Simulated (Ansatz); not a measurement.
Consider the formal exchange of groups at a Ga–O bond: `C[O][GaH2]` + `NC1CO1` → `[GaH2][CH]1CO1` + `CON`.

Computed with Ansatz on PBE0-D4/def2-TZVP structures; ΔE is electronic, products minus reactants. CCSD(T)/CBS is the MP2 limit (def2-TZVPP, def2-QZVPP) plus CCSD(T) − MP2 in def2-TZVPP, frozen cores. This one scheme is used for every species. Functionals use def2-TZVPP. HSE06 is defined as in plane-wave codes. For Ga outer-core shells are correlated without core-valence functions, which leaves a few kJ/mol of doubt a bond. Scalar relativity is left out up to krypton. Each species was taken in one conformer, which may not be the lowest.

| level | ΔE (kcal/mol) |
| --- | --- |
| revPBE | 59.8 |
| HSE06 | 62.4 |
| CAM-B3LYP | 64.1 |
| HF/CBS(def2) | 67.2 |

Problem. What does CCSD(T)/CBS give? (Estimate.)

Solution. The calculation gave: +63.6 kcal/mol. The listed levels differ from it by -3.8, -1.2, 0.5, 3.6 kcal/mol.

Largest T1 diagnostic among the species: 0.015.

From BLYP to BHLYP (50 % exact exchange), in def2-TZVPP and without D4, ΔE moves by +3.8 kcal/mol. Leaving LDA and LC-ωPBE aside and taking each functional with its dispersion term where it has one, the values, not all of them listed here, spread over 5.0 kcal/mol, from revPBE-D4 to PBE-QIDH. LDA lies +3.1 kcal/mol from PBE without D4.
